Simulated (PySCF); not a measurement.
Dipole response of Cs⁺ (caesium, charge +1)

[Xe], closed-shell 1S. Computed with PySCF 2.14 in aug-cc-pVDZ-X2C, with the spin-free X2C one-electron Hamiltonian (Gaussian nucleus). Coupled (time-dependent) response in atomic units; α is the mean over directions. A double-zeta set is small for polarisabilities.

```tsv
method	mean α (bohr³)	C₆ (like pair)	S(−4)
UHF	12.47	75.97	30.01
PBE	13.04	79.98	33.87
PBE0	12.60	76.40	31.27
BHandHLYP	12.61	76.78	31.04
wB97M-V	12.84	77.69	33.39
```

S(−4) is the Cauchy moment in α(ω) = α(0) + S(−4) ω² + …

α(iu) at PBE:

| u (hartree) | α(iu) (bohr³) |
| --- | --- |
| 0 | 13.04 |
| 0.0500 | 12.95 |
| 0.100 | 12.71 |
| 0.200 | 11.81 |
| 0.300 | 10.58 |
| 0.500 | 7.959 |
| 0.750 | 5.381 |
| 1.00 | 3.708 |
| 1.50 | 1.968 |
| 2.00 | 1.189 |
| 3.00 | 0.5584 |
| 5.00 | 0.2074 |

A single London oscillator, α(iu) = α/(1 + u²/ω²), gives C₆ = (3/4) ω α². Matching the computed C₆ needs ω = 4 × 79.98 / (3 × 13.04²) = 0.627 hartree.

For an ion, C₆ is the dispersion term alone; charge-induced terms of lower order in 1/R come first.

Spin-orbit coupling, which splits the p, d and f shells strongly at this Z, is absent.
